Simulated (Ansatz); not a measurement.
Born–Oppenheimer molecular dynamics of ClF₅H₂Mo (9 atoms, charge 0, multiplicity 1). It starts at the highest image of a converged band. Of that band: A structure lower than the first end lies on the path between it and the top, so the climb from that side starts below the end, which may itself be a saddle point or a shallow side well. A vibrational analysis at the climbing image gives one clearly imaginary mode, 332i cm⁻¹: a first-order saddle point.

Level of theory: RKS B3LYP/def2-SVP in Ansatz.

```json
{"ensemble": "NVE (velocity Verlet)", "time step": "0.5 fs", "steps asked": "200", "starting velocities drawn for": "100 K", "seed": "10754"}
```

First frame:

```xyz
9
Properties=species:S:1:pos:R:3
Mo 0.154 0.140 -0.084
Cl 0.559 -0.514 2.492
F 1.968 -0.043 -0.055
F 0.096 1.825 -0.898
F -1.498 0.564 0.570
F -0.330 -1.632 0.075
F 0.089 -0.303 -1.861
H 0.638 1.499 1.066
H 0.675 0.913 1.798
```

(1) How far do the bonds stretch over the last three quarters of this one trajectory? (Pairs bonded in most of those frames.)

## Answers

(1) 
```
   bond  mean (Å)  spread (Å)  shortest  longest
Mo1–Cl2     2.369       0.152      2.18     2.61
 Mo1–F3     1.838       0.016      1.82     1.87
 Mo1–F4     1.847       0.014      1.83     1.88
 Mo1–F5     1.838       0.012      1.82     1.86
 Mo1–F6     1.835       0.017      1.80     1.86
 Mo1–F7     1.842       0.020      1.81     1.87
  H8–H9     0.772       0.021      0.75     0.84
```

Pairs bonded in part of these frames only: Mo1–H8 30 %, Mo1–H9 30 %.

Mean temperature of the second half: 811 K. The conserved energy stayed within 0.013 meV per atom of its start (net change 0.0014 meV per atom), so the integration is sound. The kinetic energy rose, since the run started high on the potential surface and went downhill. It ends in pieces (ClF5Mo + H2), so much of that is their flight and rotation, not heat. A run of 0.1 ps of so small a system gives no equilibrium averages. The orbitals stay closed-shell, which can raise the energy where a bond breaks towards radicals; this wasn't checked here.

Run time: 11 min on 4 threads of Arm Neoverse V2, with other jobs on the host, peak memory 0.35 GiB.
